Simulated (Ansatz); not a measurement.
A first, cheap relaxation of C2H8SSi, SMILES `[SiH3]CCS`.

```yaml
crystal:
  periodic: [false, false, false]
  atoms:
    - {symbol: Si, position_ang: [0.140900, 1.720900, 0.106700]}
    - {symbol: C, position_ang: [-0.477900, -0.010100, 0.285100]}
    - {symbol: C, position_ang: [0.528400, -1.041700, -0.158100]}
    - {symbol: S, position_ang: [-0.009700, -2.714400, 0.093200]}
    - {symbol: H, position_ang: [0.416700, 2.028100, -1.346600]}
    - {symbol: H, position_ang: [-0.978900, 2.710900, 0.532200]}
    - {symbol: H, position_ang: [1.335600, 2.001600, 0.916600]}
    - {symbol: H, position_ang: [-0.703600, -0.144900, 1.331600]}
    - {symbol: H, position_ang: [-1.388700, -0.114300, -0.258400]}
    - {symbol: H, position_ang: [0.826000, -0.924300, -1.177800]}
    - {symbol: H, position_ang: [1.472100, -0.946100, 0.462200]}
    - {symbol: H, position_ang: [-1.084000, -2.620900, -0.752600]}
basis:
  gaussian: {orbitals: def2-SVP}
hamiltonian: {xc: pbe, dispersion: d4}
relax: {f_tol: 0.03, max_steps: 200}
```

```sh
$ ansatz run in.yaml --threads 4 --pin off --events-out ev --progress --plain --max-ram 10444MiB
```

Shortened log:

```
Functional definition: PBE
mean field -20897.53037893 eV, -767.9700765710 hartree, gradient 1.5e-5 eV, S^2 0.000000; 0 other end points of the search recorded, 0 dependent functions left out
relax step   1: F+E_penalty+E_count = -20897.78425186 eV  Δ(F+E_penalty+E_count) = +0.000e0 eV  max|allowed force component| = 1.529e0 eV/Å  Δτ_max = 0.0000 Å  (28 SCF iters, accepted)
mean field -20897.73344382 eV, -767.9775390678 hartree, gradient 1.0e-5 eV, S^2 0.000000; 0 other end points of the search recorded, 0 dependent functions left out
relax step   2: F+E_penalty+E_count = -20897.98315596 eV  Δ(F+E_penalty+E_count) = -1.989e-1 eV  max|allowed force component| = 5.680e-1 eV/Å  Δτ_max = 0.0955 Å  (28 SCF iters, accepted)
mean field -20897.58602300 eV, -767.9721214528 hartree, gradient 1.3e-5 eV, S^2 0.000000; 0 other end points of the search recorded, 0 dependent functions left out
relax step   3: F+E_penalty+E_count = -20897.83521323 eV  Δ(F+E_penalty+E_count) = +1.479e-1 eV  max|allowed force component| = 1.904e0 eV/Å  Δτ_max = 0.1688 Å  (34 SCF iters, rejected (line search))
mean field -20897.76518028 eV, -767.9787053613 hartree, gradient 1.2e-5 eV, S^2 0.000000; 0 other end points of the search recorded, 0 dependent functions left out
relax step   4: F+E_penalty+E_count = -20898.01308369 eV  Δ(F+E_penalty+E_count) = -2.993e-2 eV  max|allowed force component| = 1.134e-1 eV/Å  Δτ_max = 0.0635 Å  (29 SCF iters, accepted)
mean field -20897.76552081 eV, -767.9787178755 hartree, gradient 1.1e-5 eV, S^2 0.000000; 0 other end points of the search recorded, 0 dependent functions left out
relax step   5: F+E_penalty+E_count = -20898.01356380 eV  Δ(F+E_penalty+E_count) = -4.801e-4 eV  max|allowed force component| = 3.051e-2 eV/Å  Δτ_max = 0.0561 Å  (28 SCF iters, accepted)
mean field -20897.76608598 eV, -767.9787386451 hartree, gradient 1.1e-5 eV, S^2 0.000000; 0 other end points of the search recorded, 0 dependent functions left out
relax step   6: F+E_penalty+E_count = -20898.01417120 eV  Δ(F+E_penalty+E_count) = -6.074e-4 eV  max|allowed force component| = 1.849e-2 eV/Å  Δτ_max = 0.0213 Å  (30 SCF iters, accepted)
mean field -20897.76608598 eV, -767.9787386451 hartree, gradient 1.4e-5 eV, S^2 0.000000; 1 other end points of the search recorded, 0 dependent functions left out
Total energy: -20898.01420655 eV, -767.9878569080 hartree
Atom 0 at     0.124419     1.798701     0.101789 Å, force     0.007757     0.000172    -0.001014 eV/Å
Atom 1 at    -0.488050     0.006446     0.293600 Å, force    -0.005118    -0.012000    -0.000660 eV/Å
Atom 2 at     0.526306    -1.045838    -0.155759 Å, force     0.002863     0.018491    -0.008691 eV/Å
Atom 3 at     0.006106    -2.788724     0.124510 Å, force    -0.002518    -0.002822    -0.001600 eV/Å
Atom 4 at     0.464090     2.087732    -1.337244 Å, force    -0.005580     0.004283    -0.001849 eV/Å
Atom 5 at    -0.942427     2.760140     0.551487 Å, force     0.001063     0.004001    -0.002713 eV/Å
Atom 6 at     1.362693     2.024337     0.929549 Å, force    -0.002565    -0.005717     0.002048 eV/Å
Atom 7 at    -0.766153    -0.160367     1.356484 Å, force     0.003115    -0.001879    -0.002769 eV/Å
Atom 8 at    -1.430507    -0.093888    -0.288965 Å, force     0.004971     0.000275     0.003228 eV/Å
Atom 9 at     0.798779    -0.917951    -1.224361 Å, force    -0.001272    -0.003807     0.008738 eV/Å
Atom 10 at     1.471724    -0.960967     0.420319 Å, force    -0.003587     0.000085     0.002916 eV/Å
Atom 11 at    -1.050080    -2.764821    -0.737308 Å, force     0.000870    -0.001081     0.002368 eV/Å
Dipole moment:    -0.111475     0.137162    -0.123055 e Å
```

It took 6.5 s on 4 threads of an Arm Neoverse V2 on a shared host, with 0.15 GiB of host memory at the peak.
